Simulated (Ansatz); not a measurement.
Reaction (hydrogenolysis of the Sn–N bond): `B[NH][SnH]([NH2])[OH]` + H₂ → `[NH2][SnH2][OH]` + `BN`

Gas-phase electronic energies from Ansatz, PBE0-D4/def2-TZVP geometries. CBS: MP2 limit from def2 TZ/QZ plus the TZ coupled-cluster correction, frozen cores. This one scheme is used for every species. def2 core potentials past Kr. For Sn outer-core shells are correlated without core-valence functions, which leaves a few kJ/mol of doubt a bond. Each species was taken in one conformer, which may not be the lowest.

| species | HF/CBS(def2) energy (Eh) |
| --- | --- |
| `B[NH][SnH]([NH2])[OH]` | -426.03809 |
| H₂ | -1.13356 |
| `[NH2][SnH2][OH]` | -345.65018 |
| `BN` | -81.53458 |

Task: Work out ΔE.

Result: ΔE = (-345.65018) + (-81.53458) − (-426.03809) − (-1.13356) = -0.01311 Eh = -34.4 kJ/mol. CCSD(T)/CBS gives -4.6 kJ/mol.

Largest T1 diagnostic among the species: 0.014.

At CCSD(T), def2-SVP lies −9.8 kJ/mol from the extrapolated value and def2-TZVPP −2.7 kJ/mol. The D4 term adds +12.4 kJ/mol with B3LYP and +7.0 kJ/mol with PBE0; it sums over pairs of atoms, weighted by their polarisabilities, and B3LYP, whose exchange is more repulsive, gets the larger term. From PBE to PBE0 (25 % exact exchange), in def2-TZVPP and without D4, ΔE moves by −3.6 kJ/mol.

B3LYP here is the variant with VWN-RPA as its local correlation; programs differ in this.
